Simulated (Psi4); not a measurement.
Cl₃La (SMILES [Cl][La]([Cl])[Cl]), singlet, at a GFN2-xTB geometry (such geometries of metal compounds can be far from the true shape) (core potentials on La); PBE/def2-SVP run with Psi4.

Psi4 was given this input:
```
memory 2 GB

molecule {
0 1
  La    0.19334028   -0.19046844   -0.61524174
  Cl   -1.96926279   -0.82209264    0.45709470
  Cl   -0.10301305    2.17690188    0.11512742
  Cl    1.42401726   -0.71617979    1.49064724
}

set basis def2-svp

energy('pbe')
print_variables()
```

Write the output that Psi4 gives for this input, abridged.


```
   => Loading Basis Set <=

    Name: DEF2-SVP
    Role: ORBITAL
    Keyword: BASIS

    !!!  WARNING: ECP capability is in beta. Please check occupations closely.  !!!

         ---------------------------------------------------------
                                   SCF
               by Justin Turney, Rob Parrish, Andy Simmonett
                          and Daniel G. A. Smith
                              RKS Reference
         ---------------------------------------------------------

  ==> Geometry <==

    Molecular point group: c1
    Full point group: C1

    Geometry (in Angstrom), charge = 0, multiplicity = 1:

       Center              X                  Y                   Z               Mass
    ------------   -----------------  -----------------  -----------------  -----------------
         LA           0.176165902473    -0.173549164636    -0.560589944254   138.906356300000
         CL          -1.986437167527    -0.805173364636     0.511746495746    34.968852682000
         CL          -0.120187427527     2.193821155364     0.169779215746    34.968852682000
         CL           1.406842882473    -0.699260514636     1.545299035746    34.968852682000

  Running in c1 symmetry.

  Rotational constants: A =      0.04938  B =      0.04938  C =      0.03828 [cm^-1]
  Rotational constants: A =   1480.35186  B =   1480.35185  C =   1147.56976 [MHz]
  Nuclear repulsion =  248.261956748943646

  Charge       = 0
  Multiplicity = 1
  Electrons    = 62
  Nalpha       = 31
  Nbeta        = 31

  ==> Algorithm <==

  SCF Algorithm Type is DF.
  DIIS enabled.
  MOM disabled.
  Fractional occupation disabled.
  Guess Type is SAD.
  Energy threshold   = 1.00e-06
  Density threshold  = 1.00e-06
  Integral threshold = 1.00e-12

  ==> Primary Basis <==

  Basis Set: DEF2-SVP
    Blend: DEF2-SVP
    Number of shells: 36
    Number of basis functions: 86
    Number of Cartesian functions: 94
    Spherical Harmonics?: true
    Max angular momentum: 3

  Core potential: DEF2-SVP
    Number of shells: 4
    Number of ECP primitives: 10
    Number of ECP core electrons: 46
    Max angular momentum: 3

  ==> DFT Potential <==

   => LibXC <=

    Version 7.1.2
    S. Lehtola, C. Steigemann, M. J. T. Oliveira, and M. A. L. Marques,  SoftwareX 7, 1–5 (2018) (10.1016/j.softx.2017.11.002)

   => Composite Functional: PBE <=

    PBE GGA Exchange-Correlation Functional

    J.P. Perdew et. al., Phys. Rev. Lett., 77(18), 3865-3868, 1996

    Deriv               =              1
    GGA                 =           TRUE
    Meta                =          FALSE

    Exchange Hybrid     =          FALSE
    MP2 Hybrid          =          FALSE

   => Exchange Functionals <=

    1.0000     XC_GGA_X_PBE

   => Correlation Functionals <=

    1.0000     XC_GGA_C_PBE

   => LibXC Density Thresholds  <==

    XC_GGA_C_PBE:  1.00E-12
    XC_GGA_X_PBE:  1.00E-15

   => Molecular Quadrature <=

    Radial Scheme          =       TREUTLER
    Pruning Scheme         =           NONE
    Nuclear Scheme         =       TREUTLER

    Blocking Scheme        =         OCTREE
    BS radius alpha        =              1
    Pruning alpha          =              1
    Radial Points          =             75
    Spherical Points       =            302
    Total Points           =          87541
    Total Blocks           =            759
    Max Points             =            256
    Max Functions          =             80
    Weights Tolerance      =       1.00E-15

   => Loading Basis Set <=

    Name: (DEF2-SVP AUX)
    Role: JKFIT
    Keyword: DF_BASIS_SCF

  ==> Integral Setup <==

  SCF_SUBTYPE=INCORE selected. In-core MEM_DF algorithm will be used.
  Using in-core AOs.

  ==> MemDFJK: Density-Fitted J/K Matrices <==

    J tasked:                   Yes
    K tasked:                    No
    wK tasked:                   No
    Algorithm:                 Core
    Schwarz Cutoff:           1E-12
    Mask sparsity (%):       3.2720
    Fitting Condition:        1E-10

   => Auxiliary Basis Set <=

  Basis Set: (DEF2-SVP AUX)
    Blend: DEF2-UNIVERSAL-JKFIT
    Number of shells: 159
    Number of basis functions: 611
    Number of Cartesian functions: 806
    Spherical Harmonics?: true
    Max angular momentum: 6

  Minimum eigenvalue in the overlap matrix is 9.7845154361E-03.
  Reciprocal condition number of the overlap matrix is 2.5533249440E-03.
    Using symmetric orthogonalization.

  ==> Pre-Iterations <==

  SCF Guess: Superposition of Atomic Densities via on-the-fly atomic UHF (no occupation information).

   -------------------------
    Irrep   Nso     Nmo
   -------------------------
     A         86      86
   -------------------------
    Total      86      86
   -------------------------

  ==> Iterations <==

                           Total Energy        Delta E     RMS |[F,P]|

   @DF-RKS iter SAD: -1411.19926888602026   -1.41120e+03   0.00000e+00
   @DF-RKS iter   1: -1411.28895724726863   -8.96884e-02   6.14018e-03 ADIIS/DIIS
   @DF-RKS iter   2: -1410.43125505669332    8.57702e-01   1.52028e-02 ADIIS/DIIS
   @DF-RKS iter   3: -1411.41909017563080   -9.87835e-01   2.29280e-03 ADIIS/DIIS
   @DF-RKS iter   4: -1411.44042582416023   -2.13356e-02   1.08340e-03 ADIIS/DIIS
   @DF-RKS iter   5: -1411.44575253346147   -5.32671e-03   2.12148e-04 ADIIS/DIIS
   @DF-RKS iter   6: -1411.44597821212892   -2.25679e-04   4.27141e-05 DIIS
   @DF-RKS iter   7: -1411.44598805433225   -9.84220e-06   7.06211e-06 DIIS
   @DF-RKS iter   8: -1411.44598826711785   -2.12786e-07   1.47979e-06 DIIS
   @DF-RKS iter   9: -1411.44598827570235   -8.58449e-09   7.13421e-07 DIIS
  Energy and wave function converged.

  ==> Post-Iterations <==

   Electrons on quadrature grid:
      Ntotal   =   62.0000427788 ; deviation = 4.278e-05

    Orbital Energies [Eh]
    ---------------------

    Doubly Occupied:

       1A   -100.601848     2A   -100.601831     3A   -100.601824
       4A     -9.138234     5A     -9.138221     6A     -9.138214
       7A     -6.962949     8A     -6.962920     9A     -6.962908
      10A     -6.961206    11A     -6.961195    12A     -6.961191
      13A     -6.960964    14A     -6.960953    15A     -6.960940
      16A     -1.443117    17A     -0.833848    18A     -0.832696
      19A     -0.832696    20A     -0.679185    21A     -0.678247
      22A     -0.678245    23A     -0.290919    24A     -0.290915
      25A     -0.287495    26A     -0.285158    27A     -0.285155
      28A     -0.276407    29A     -0.253883    30A     -0.253880
      31A     -0.249458

    Virtual:

      32A     -0.095187    33A     -0.066080    34A     -0.066078
      35A     -0.055729    36A     -0.040293    37A     -0.040292
      38A      0.025880    39A      0.029814    40A      0.029815
      41A      0.062892    42A      0.111919    43A      0.111921
      44A      0.120092    45A      0.124306    46A      0.124308
      47A      0.332628    48A      0.332631    49A      0.336019
      50A      0.394885    51A      0.400070    52A      0.400078
      53A      0.417704    54A      0.474009    55A      0.474012
      56A      0.496270    57A      0.606457    58A      0.645890
      59A      0.645900    60A      0.732826    61A      0.737331
      62A      0.742048    63A      0.742076    64A      0.745465
      65A      0.745481    66A      0.769149    67A      0.775951
      68A      0.775964    69A      0.789967    70A      0.812020
      71A      0.823539    72A      0.823540    73A      0.905665
      74A      0.921832    75A      0.921849    76A      0.942711
      77A      0.959662    78A      0.959676    79A      1.020754
      80A      1.020758    81A      1.052657    82A      1.241027
      83A      1.241035    84A      1.478588    85A     11.411059
      86A     33.541651

    Final Occupation by Irrep:
              A
    DOCC [    31 ]
    NA   [    31 ]
    NB   [    31 ]

  @DF-RKS Final Energy: -1411.44598827570235

   => Energetics <=

    Nuclear Repulsion Energy =            248.2619567489436463
    One-Electron Energy =               -2456.1114775763444413
    Two-Electron Energy =                 885.0440723115887067
    DFT Exchange-Correlation Energy =     -88.6405397598903591
    Empirical Dispersion Energy =           0.0000000000000000
    VV10 Nonlocal Energy =                  0.0000000000000000
    Total Energy =                      -1411.4459882757023479

Computation Completed

Properties will be evaluated at   0.000000,   0.000000,   0.000000 [a0]

Properties computed using the SCF density matrix

 Multipole Moments:

 ------------------------------------------------------------------------------------
     Multipole            Electronic (a.u.)      Nuclear  (a.u.)        Total (a.u.)
 ------------------------------------------------------------------------------------

 L = 1.  Multiply by 2.5417464519 to convert [e a0] to [Debye]
 Dipole X            :         19.7190560          -18.8187699            0.9002860
 Dipole Y            :        -19.4262566           18.5392392           -0.8870174
 Dipole Z            :        -62.7496019           59.8845352           -2.8650667
 Magnitude           :                                                    3.1314409

 ------------------------------------------------------------------------------------

  Variable Map:
  ----------------------------------------------------------------------------
  "CURRENT ENERGY"              =>   -1411.445988275702
  "CURRENT REFERENCE ENERGY"    =>   -1411.445988275702
  "DD SOLVATION ENERGY"         =>       0.000000000000
  "DFT FUNCTIONAL TOTAL ENERGY" =>   -1411.445988275702
  "DFT TOTAL ENERGY"            =>   -1411.445988275702
  "DFT VV10 ENERGY"             =>       0.000000000000
  "DFT XC ENERGY"               =>     -88.640539759890
  "GRID ELECTRONS ALPHA"        =>      31.000021389378
  "GRID ELECTRONS BETA"         =>      31.000021389378
  "GRID ELECTRONS TOTAL"        =>      62.000042778756
  "NUCLEAR REPULSION ENERGY"    =>     248.261956748944
  "ONE-ELECTRON ENERGY"         =>   -2456.111477576344
  "PCM POLARIZATION ENERGY"     =>       0.000000000000
  "PE ENERGY"                   =>       0.000000000000
  "SCF ITERATION ENERGY"        =>   -1411.445988275702
  "SCF ITERATIONS"              =>       9.000000000000
  "SCF TOTAL ENERGY"            =>   -1411.445988275702
  "TWO-ELECTRON ENERGY"         =>     885.044072311589
  "XC GRID RADIAL POINTS"       =>      75.000000000000
  "XC GRID SPHERICAL POINTS"    =>     302.000000000000
  "XC GRID TOTAL POINTS"        =>   87541.000000000000

  Array Variable Map:
  ----------------------------------------------------------------------------
  "CURRENT DIPOLE"              =>       0.900286047170 ... -2.865066717056 1 by 3
  "SCF DIPOLE"                  =>       0.900286047170 ... -2.865066717056 1 by 3
  "SCF TOTAL ENERGIES"          =>   -1411.199268886020 ... -1411.445988275702 1 by 10
```
